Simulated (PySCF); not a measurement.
## Stretching SeF

Set-up: PySCF, no relativity, basis sets Se aug-pcseg-1, F aug-pcseg-1. Energies in eV from Se + F in their ground configurations at the same level. State: ²Π (doublet), unpaired electrons π ↑.

| R (Å) | PBE0 |
| --- | --- |
| 1.533 | -2.033 |
| 1.605 | -2.742 |
| 1.676 | -3.130 |
| 1.730 | -3.266 |
| 1.783 | -3.304 |
| 1.837 | -3.265 |
| 1.908 | -3.127 |
| 1.997 | -2.861 |
| 2.104 | -2.465 |
| 2.247 | -1.893 |

Problem. Put a parabola through the three lowest points of the PBE0 curve and estimate Re, k and ωe (reduced mass 15.35 u; 1 eV/Å² = 0.16022 mdyn/Å; ωe = 1302.8·√(k/μ) cm⁻¹).

Solution. Through R = 1.73, 1.783, 1.837 Å the second-order coefficient is 13.5 eV/Å², so Re ≈ 1.783 Å, k ≈ 4.31 mdyn/Å and ωe ≈ 690 cm⁻¹. A polynomial fit of higher order to the unrounded PBE0 energies gives Re = 1.780 Å, k = 4.29 mdyn/Å, ωe = 689 cm⁻¹; anharmonicity and rounding make the difference.

The higher-order fit for each curve: PBE0: Re = 1.780 Å, ωe = 689 cm⁻¹, De = 3.30 eV.

Spin–orbit coupling is left out. The state is the lowest determinant that a PBE0 search found; another state may lie lower at other levels.
